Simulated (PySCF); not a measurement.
## Correlation energy of S⁻ (sulfur, charge -1)

[Ne] 3s2 3p5, 2P determinant. Calculation: PySCF 2.14, in aug-cc-pCVTZ-DK; scalar relativity by spin-free X2C-1e. Frozen: [Ne]; 7 electrons correlated.

```tsv
level	correlation energy (mhartree)
CCSD	-179.02
(T)	-8.28
CCSD(T)	-187.30
```

Diagnostics: T1 = 0.011, D1 = 0.0270, largest double amplitude 0.037.

Is a single reference adequate?

Yes: T1 lies below 0.03 and no double amplitude reaches 0.07.
